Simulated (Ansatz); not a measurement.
# Energy profile

The step: SiH₄ + HF + HF → SiH₃F ([F][SiH3]) + HF + H₂; bonds formed: Si1–F7, H2–H8, H6–F9; bonds broken: Si1–H2, H6–F7, H8–F9 (atoms numbered as in the saddle structure below).

Si1  (-0.806, -0.328, -0.466)
H2  (0.141, -0.726, 0.849)
H3  (-1.517, -1.550, 0.044)
H4  (-0.349, -0.767, -1.800)
H5  (-1.827, 0.725, -0.284)
H6  (1.259, 1.057, 0.191)
F7  (0.448, 1.101, -0.652)
H8  (0.875, -0.179, 1.033)
F9  (1.776, 0.667, 1.085)
(Å)

Electronic energies by CCSD(T) at an estimated basis limit (MP2 extrapolated from triple and quadruple zeta, plus CCSD(T) − MP2 in triple zeta), on PBE0-D4/def2-TZVP structures; SiH$_{6}$F$_{2}$, singlet; no counterpoise correction. Program: Ansatz 0.2.0. Basis: def2-TZVPP and def2-QZVPP. Cores are frozen in the correlated methods. Extrapolation: Hartree–Fock as exp(−7.88 √X), correlation as X^−2.97.

Task: Give the profile in kJ/mol, counted from the separated reactants. (An estimate is asked for; the value comes from the calculation.)

Result: By the calculation:
| point | kJ/mol |
| --- | --- |
| separated: SiH$_{4}$ (Si1, H2, H3, H4, H5; singlet) + HF (H6, F7; singlet) + HF (H8, F9; singlet) | 0.0 |
| start structure | -29.3 |
| saddle | 116.1 |
| end structure | -127.2 |
| separated: SiH$_{3}$F (linked as [F][SiH3]; Si1, H3, H4, H5, F7; singlet) + H$_{2}$ (H2, H8; singlet) + HF (H6, F9; singlet) | -105.4 |

No T1 diagnostic of these runs exceeds 0.013. The start structure is not quite a true minimum (one mode of 47i cm⁻¹). The end structure is not quite a true minimum (one mode of 27i cm⁻¹).

For scale, one of the runs: CCSD(T)/def2-TZVPP, 188 basis functions, launched by `ansatz run in.yaml --threads 2 --pin off --events-out ev --progress --plain --max-ram 4352MiB`. Time: 37 s of wall clock on 2 CPU threads of an Intel Xeon Platinum 8259CL; the host was shared. Peak host memory: 2.1 GiB.
